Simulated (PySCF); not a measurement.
# CuBr⁺: from constants to spectrum

PBE constants of CuBr⁺, ²Π (doublet), unpaired electrons π ↑ (Cu def2-TZVPPD, Br def2-TZVPPD; no relativity (PySCF 2.14); masses 62.9296 and 78.9183 u):

- ωe: 282.9 cm⁻¹
- ωexe: 1.27 cm⁻¹
- Be: 0.097421 cm⁻¹
- αe: 0.000536 cm⁻¹
- De to Cu⁺ (3d10) + Br: 2.07 eV

Question: What force constant and bond length do these constants imply?

Answer: Reduced mass μred = 35.011 u; k = 5.8918×10⁻⁷·μred·ωe² (u, cm⁻¹, mdyn/Å) = 1.65 mdyn/Å; Re = √(16.8576/(μred·Be)) (u, cm⁻¹, Å) = 2.223 Å.

Question: Estimate the centrifugal constant D from the Kratzer relation and find the Dunham coefficient a1.

Answer: D = 4Be³/ωe² = 4.62e-08 cm⁻¹; a1 = −1 − αeωe/(6Be²) = -3.66.

Spin–orbit coupling is left out. For an ion De counts to the pair picked by the measured ionisation energies or electron affinities, which need not be the lowest pair at this level. The state is the lowest single determinant that the PBE0 search found; with open d or f shells the true ground state can be another one.
